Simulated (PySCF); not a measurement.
AsF$_{3}$, charge -1, doublet, at a GFN2-xTB geometry (a state made from the parent by changing its charge; the spin is typed, not shown lowest). Base run: DF-HF/6-31G run with PySCF.

The PySCF input:
```python
from pyscf import gto, scf

mol = gto.Mole()
mol.atom = '''
    F    -1.817098   -0.890598    0.073257
    As    0.133596   -0.307540    0.032107
    F     1.895964    0.709046   -0.054303
    F    -0.568718    1.309198   -0.136682
'''
mol.basis = '6-31g'
mol.charge = -1
mol.spin = 1
mol.verbose = 4
mol.build()

mf = scf.UHF(mol)
mf = mf.density_fit(auxbasis='def2-universal-jkfit')
mf.kernel()
```

The base run was repeated with changes; each row names its change, and settings that it needs were set with it.

| change | basis functions | E (Eh) | HOMO (eV) |
|---|---|---|---|
| base | 54 | -2532.15520 | -4.28 |
| basis = LANL2DZ | 35 | -304.35960 | -4.72 |
| basis = 3-21G | 49 | -2520.14964 | -3.34 |
| basis = cc-pVDZ | 69 | -2532.53743 | -4.04 |
| basis = def2-SVP | 74 | -2532.02929 | -4.11 |
| basis = aug-cc-pVDZ | 105 | -2532.60189 | -4.57 |
| basis = aug-pcseg-1 | 105 | -2532.22768 | -4.62 |
| basis = def2-SVPD | 107 | -2532.08314 | -4.63 |
| basis = pc-2 | 133 | -2532.72907 | -4.50 |
| basis = cc-pVTZ | 133 | -2532.73190 | -4.31 |
| basis = def2-TZVPP | 141 | -2532.71467 | -4.42 |
| basis = cc-pVQZ | 233 | -2532.76953 | -4.44 |
| basis = def2-QZVP | 246 | -2532.77759 | -4.52 |

Totals compare only among sets that treat the same electrons; sets with core potentials leave the core out.

Open shells are given as the SCF converged; they aren't shown to be the lowest states, and a large step between rows can be another state.
